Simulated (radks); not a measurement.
The numbers below are computed, except where a source is named.
Task: Species: Nb5+. Configuration: [Kr] (the NIST ground configuration). Level of theory: scalar-relativistic Kohn-Sham, PBE, spin-polarised, spherical densities, finite nucleus; Fermi nuclear charge, rms radius 4.324 fm (a radial shooting solver on a logarithmic mesh with Libxc functionals). Some entries of the table are withheld. Estimate them.

orbital  occ.  eigenvalue (eV)  <r> (bohr)  r(max) (bohr)
1s          2        -18872.27     0.03610        0.02349
2s          2        -2695.804      0.1580         0.1332
2p          6        -2414.056      0.1377         0.1065
3s          2        -503.0692      0.4429         0.3954
3p          6        -410.9608      0.4454         0.3892
3d         10        -260.5112      0.4321         0.3342
4s          2              (1)       1.123          1.020
4p          6         -94.0062       1.228          1.098
4d          0         -57.3373       1.522          1.310
5s          0         -45.3102       2.446          2.335
5p          0         -37.7922       2.716            (2)

Result: 
(1) 4s eigenvalue (eV): -119.1307
(2) 5p r(max) (bohr): 2.594
